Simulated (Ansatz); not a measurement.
One change: `[OH][Ge]([OH])([OH])[Cl]` becomes `[OH][Sn]([OH])([OH])[Cl]`.

Ansatz, PBE0-D4/def2-TZVP geometries, multiplicity 1. Each molecule was computed in one conformer, which needn't be the lowest.

Elements past krypton have def2 core potentials. Scalar relativity is left out up to krypton.

```tsv
property	`[OH][Ge]([OH])([OH])[Cl]`
LUMO energy (B3LYP/def2-TZVPP) / eV	-0.99
LUMO energy (PBE0/def2-TZVPP) / eV	-0.61
LUMO energy (ωB97M-V/def2-TZVPP) / eV	1.22
HOMO energy (ωB97M-V/def2-TZVPP) / eV	-11.67
HOMO–LUMO gap (B3LYP/def2-TZVPP) / eV	8.04
HOMO–LUMO gap (PBE/def2-TZVPP) / eV	6.06
```

(1) What does the change do to each property? (Best estimate.)

## Answers

(1) Ansatz gave: 
```tsv
property	`[OH][Sn]([OH])([OH])[Cl]`	shift
LUMO energy (B3LYP/def2-TZVPP) / eV	-2.36	-1.37
LUMO energy (PBE0/def2-TZVPP) / eV	-2.01	-1.40
LUMO energy (ωB97M-V/def2-TZVPP) / eV	-0.02	-1.24
HOMO energy (ωB97M-V/def2-TZVPP) / eV	-11.73	-0.06
HOMO–LUMO gap (B3LYP/def2-TZVPP) / eV	6.65	-1.39
HOMO–LUMO gap (PBE/def2-TZVPP) / eV	4.58	-1.48
```

B3LYP here is the variant with VWN-RPA as its local correlation; programs differ in this.
